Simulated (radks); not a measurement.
In II, configuration [Kr] 4d10 5s2 (the NIST ground configuration).

Calculated with a radial shooting solver on a logarithmic mesh with Libxc functionals: Dirac Kohn-Sham, LDA (Slater exchange, VWN5 correlation), spin-unpolarised, spherical densities, point nucleus.

Energy parts (hartree):
part                        energy
total                  -5877.83717
kinetic                 6174.75820
electron-nucleus      -14256.18067
Hartree                 2358.08211
exchange-correlation    -154.49681

Orbitals (lengths in bohr, moments of r in powers of bohr; r(max) is where P^2 peaks):
\begin{tabular}{lrrrr}
orbital & occ. & eigenvalue (hartree) & r(max) & small-component weight \\ \hline
1s1/2 & 2 & -1018.367 & 0.01923 & 3.23e-02 \\
2s1/2 & 2 & -152.7059 & 0.1088 & 6.81e-03 \\
2p1/2 & 2 & -142.5060 & 0.08385 & 6.83e-03 \\
2p3/2 & 4 & -134.7676 & 0.08829 & 6.53e-03 \\
3s1/2 & 2 & -29.18441 & 0.3161 & 1.95e-03 \\
3p1/2 & 2 & -25.06249 & 0.3022 & 1.90e-03 \\
3p3/2 & 4 & -23.66490 & 0.3125 & 1.81e-03 \\
3d3/2 & 4 & -16.34605 & 0.2562 & 1.70e-03 \\
3d5/2 & 6 & -16.05938 & 0.2591 & 1.68e-03 \\
4s1/2 & 2 & -4.66548 & 0.7693 & 5.20e-04 \\
4p1/2 & 2 & -3.31592 & 0.7983 & 4.60e-04 \\
4p3/2 & 4 & -3.06860 & 0.8234 & 4.34e-04 \\
4d3/2 & 4 & -0.98413 & 0.9253 & 2.84e-04 \\
4d5/2 & 6 & -0.95219 & 0.9357 & 2.77e-04 \\
5s1/2 & 2 & -0.56231 & 2.104 & 6.64e-05 \\
\end{tabular}

The highest occupied level is 5s1/2 at -15.301 eV. For comparison, the ionisation energy in NIST's Atomic Spectra Database is 18.870 eV (measured). In exact Kohn-Sham theory the highest level is minus the ionisation energy, but local and semilocal functionals leave it too shallow, through self-interaction and a potential that decays too fast; potentials with the right tail come closer. Summed over all electrons, <r^2> = 40.50 bohr^2, which gives a Langevin (diamagnetic) susceptibility term of -32.1 x 10^-6 cm^3/mol.
